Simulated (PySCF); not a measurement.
CH5FOSi2, SMILES F[Si@H]1CO[SiH2]1.

Coordinates come from a PBE-D3(BJ)/def2-SVP optimisation. The structure was generated by enumeration; whether it is a known compound was not checked.

Calculation: PBE/def2-TZVP (PySCF).

Gas-phase values at a fixed geometry.

### Question
Estimate the frontier levels, gap, dipole moment and polarisability. (The exact figures need the calculation; the answer reports its results.)

### Answer

The highest occupied level is -6.54 eV and the lowest empty level is -1.65 eV. The orbital gap is 4.88 eV and the dipole moment comes out as 0.113 e·Å. The quadrupole, principal values (traceless, Buckingham form, about the centre of nuclear charge) is -8.86, 2.27, 6.59 D·Å and the mean static polarisability comes out as 68.8 bohr³ (10.20 Å³). The polarisability, principal values is 59.9, 65.0, 81.7 bohr³.
